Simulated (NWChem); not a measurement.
C₄H₆S; SMILES C#CCSC

```xyz
11

C     -0.4697    -2.5055    -0.3083
C      0.1824    -1.5458     0.0398
C      0.9376    -0.3807     0.4686
S      0.4221     1.1793    -0.3231
C     -1.2686     1.2960     0.2927
H     -1.0374    -3.3617    -0.6227
H      2.0015    -0.4947     0.2052
H      0.8879    -0.2730     1.5654
H     -1.7088     2.1907    -0.1696
H     -1.2969     1.4133     1.3868
H     -1.8589     0.4165    -0.0050
```
Atoms are numbered in this order, from 1.

Results from NWChem. Coordinates come from a PBE0/def2-SVP optimisation. Level: B3LYP/def2-SVP with COSMO at NWChem's default radii, gas-phase geometry; rows give the dielectric constant.

```tsv
dielectric constant	electrostatic solvation energy (kcal/mol)	dipole in solution (D)
2.0	?	?
3.9	-3.4	1.44
20.7	-4.4	1.54
25.0	-4.5	1.54
37.5	-4.6	1.55
```

Question: Complete the blanks.

Answer: 
- 2.0, electrostatic solvation energy (kcal/mol): -2.2
- 2.0, dipole in solution (D): 1.34
